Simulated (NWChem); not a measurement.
Molecule: ZrNHF$_{2}$; SMILES [Zr]([F])([F])=[NH]

Computed with NWChem. Structure relaxed at the PBE0/def2-SVP level. def2 effective core potentials on Zr; no spin-orbit coupling. B3LYP is NWChem's, with the RPA form of VWN correlation. Static field.

```
level                                  isotropic polarisability (bohr³)  anisotropy (bohr³)
-------------------------------------  --------------------------------  ------------------
PBE/def2-SVPD                                                      46.3                22.7
B3LYP/def2-SVPD                                                    44.1                21.8
LDA (Slater exchange, VWN5)/def2-SVPD                              46.3                22.8
```
